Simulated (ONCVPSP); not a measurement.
Ag, ONCV: configuration errors across variants

silver (Ag), optimised norm-conserving Vanderbilt (ONCV), made with ONCVPSP 4.0.1 (LDA (Perdew-Wang 92), scalar-relativistic). Core [Ar] 3d10, reference 4s2 4p6 4d10 5s1. Waves: 4s+5s: rc 1.60 bohr, ncon 4, nbas 9, qcut 9.6 1/bohr, 2 projectors; 4p: rc 0.95 bohr, ncon 5, nbas 8, qcut 10.1 1/bohr, 2 projectors, debl 2.7 Ha; 4d: rc 1.80 bohr, ncon 4, nbas 9, qcut 10.6 1/bohr, 1 projector. Local part: polynomial inside 0.70 bohr (lpopt 5, dvloc0 2 Ha). Core correction: Teter function fitted to the true core (icmod 2), fcfact 0.35.

All-electron excitation energies from the reference (eV): (1) 4s2 4p6 4d10 5s0 8.095; (2) 4s2 4p6 4d9 5s0 30.480; (3) 4s2 4p6 4d8 5s0 66.919; (4) 4s2 4p6 4d10 5s0 5p1 4.018.

A true bound ghost makes a file unfit for plane-wave use even where its test errors are small: the radial tests pick states by their node count and pass the ghost by.

Errors AE − PS in meV (a dash: test not solved or not reliable):

```json
{"change": "base", "(1)": "-1.5", "(2)": "-2.7", "(3)": "+1.0", "(4)": "-0.8", "bound ghosts": "s", "GHOST(+) flags above zero": "p"}
{"change": "s: qcut 6; p: qcut 6.3; d: qcut 6.6", "(1)": "-0.9", "(2)": "-9.9", "(3)": "-2.7", "(4)": "-1.1", "bound ghosts": "s", "GHOST(+) flags above zero": "p, d"}
{"change": "d: qcut 13.8", "(1)": "-2.3", "(2)": "+4.7", "(3)": "+24", "(4)": "-1.0", "bound ghosts": "s", "GHOST(+) flags above zero": "p"}
{"change": "p: rc 1.14", "(1)": "-1.5", "(2)": "-2.7", "(3)": "+1.0", "(4)": "-0.8", "bound ghosts": "s", "GHOST(+) flags above zero": "p"}
```

(1) Give the same row for: core correction Teter function, fcfact 2.5, rcfact 1.55.

Results:

(1) -1.5, -2.8, +0.1, -0.8; bound ghosts: s; GHOST(+) flags above zero: p.
